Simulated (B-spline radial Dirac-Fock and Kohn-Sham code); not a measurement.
**3d3/2 emission of Pm⁺**

System: promethium as Pm⁺ in the configuration [Xe] 4f4 5d1 6s1 (an excited configuration).

Input of the calculation (task.json; shells as n, l, electrons):

```json
{"items": [{
  "Z": 61,
  "q": 1,
  "cfg": [[1, 0, 2], [2, 0, 2], [2, 1, 6], [3, 0, 2], [3, 1, 6], [3, 2, 10], [4, 0, 2], [4, 1, 6], [4, 2, 10], [4, 3, 4], [5, 0, 2], [5, 1, 6], [5, 2, 1], [6, 0, 1]],
  "A": 145,
  "rrms": 4.962,
  "do": ["binding", "quiet", "decay"],
  "holes": ["K", "L1", "L2", "L3", "M1", "M2", "M3", "M4", "M5", "N1", "N2", "N3", "N4", "N5"]
}]}
```

Launch: `python xray_run.py task.json out`

These are calculated numbers from a radial finite-basis atomic code; the model is one-electron (LDA, Dirac) transition rates at Dirac-Fock energies.

```
 line  multipole  energy (eV)  width (meV)  share (%)
M4-N2         E1        782.2        0.511       15.5
M4-N3         E1        806.9       0.0740       2.24
M4-O2         E1       1034.2       0.0796       2.41
M4-O3         E1       1037.8       0.0114      0.344
M4-N6         E1       1054.1         2.62       79.5
```

The listed lines hold 100.0 % of the radiative rate. The radiative width is 0.00330 eV in the length form and 0.00338 eV in the velocity form; the two differ because the transition energies are not eigenvalue differences of the potential that gave the orbitals.
